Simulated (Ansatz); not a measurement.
Isolated molecules relaxed with PBE0-D4/def2-TZVP in Ansatz; ΔE leaves out vibrations. CCSD(T)/CBS is the MP2 limit (def2-TZVPP, def2-QZVPP) plus CCSD(T) − MP2 in def2-TZVPP, frozen cores. def2 core potentials past Kr. For Ge, Te outer-core shells are correlated without core-valence functions, which leaves a few kJ/mol of doubt a bond. Scalar relativity is left out up to krypton. Each species was taken in one conformer, which may not be the lowest.

Reaction (cleavage of the Ge–Ge bond): `[OH][GeH]([GeH3])[GeH3]` + `[GeH3][TeH]` → `[GeH3][Te][GeH3]` + `[OH][GeH2][GeH3]`

```tsv
species	CCSD/CBS(def2) energy (Eh)
`[OH][GeH]([GeH3])[GeH3]`	-6308.30792
`[GeH3][TeH]`	-2346.22722
`[GeH3][Te][GeH3]`	-4423.55621
`[OH][GeH2][GeH3]`	-4230.99280
```

(1) Work out ΔE.

Largest T1 diagnostic among the species: 0.012.

Answers

(1) ΔE = (-4423.55621) + (-4230.99280) − (-6308.30792) − (-2346.22722) = -0.01387 Eh = -36.4 kJ/mol. CCSD(T)/CBS gives -36.7 kJ/mol.

From BLYP to BHLYP (50 % exact exchange), in def2-TZVPP and without D4, ΔE moves by −7.4 kJ/mol. Leaving LDA and LC-ωPBE aside and taking each functional with its dispersion term where it has one, the values, not all of them listed here, spread over 8.5 kJ/mol, from PBE-QIDH to BLYP-D4.
